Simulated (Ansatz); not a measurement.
Ideal-gas functions of `FBBCl` at 800 K and 1 bar, from an Ansatz frequency run at PBE0-D4/def2-TZVP.

Molar mass 78.09 g/mol, point group C1 (symmetry number 1), electronic degeneracy 1, moments of inertia 23.707, 204.159, 213.793 u Å². Harmonic wavenumbers (cm⁻¹, unscaled): 87, 185, 276, 644, 796, 865, 894, 1070, 1124, 1352, 2563, 2631.

Use S(trans) = R[1.5 ln M + 2.5 ln T − 1.1517]; rotational temperatures θ = 24.2544 K / I; S(rot) = R[ln(√π/σ · √(T³/θAθBθC)) + 1.5]; for each mode x = 1.438777 ν̃/T, S = R[x/(eˣ − 1) − ln(1 − e⁻ˣ)] and H = RT x/(eˣ − 1); 1 cm⁻¹ = 0.0119627 kJ/mol; R = 8.31446 J/(mol·K).

**Question.** By hand: the entropy, in J/(mol·K).

**Answer.** Translation 183.7. Rotation: θ = 1.0231, 0.1188, 0.1134 K, giving 118.4. Vibration, mode by mode: 23.75, 17.50, 14.22, 7.54, 6.01, 5.43, 5.21, 4.05, 3.75, 2.71, 0.47, 0.42, in all 91.1. Electronic 0.0. Sum 393.2 J/(mol·K).

**Question.** By hand: H − E and G − E in kJ/mol, counted from the electronic energy.

**Answer.** Zero-point energy ½ × 12487 × 0.0119627 = 74.7; thermal vibration 35.2; translation, rotation and pV give 4 RT = 26.6. H − E = 136.5 kJ/mol, and G − E = 136.5 − 800 × 393.2/1000 = -178.1 kJ/mol.

Vibration gives 23 % of the entropy, 23.7 J/(mol·K) of it from the mode under 150 cm⁻¹: soft modes count most, and the harmonic formula is weakest for them. The sum counts one conformer and one mirror image; others add a mixing term.
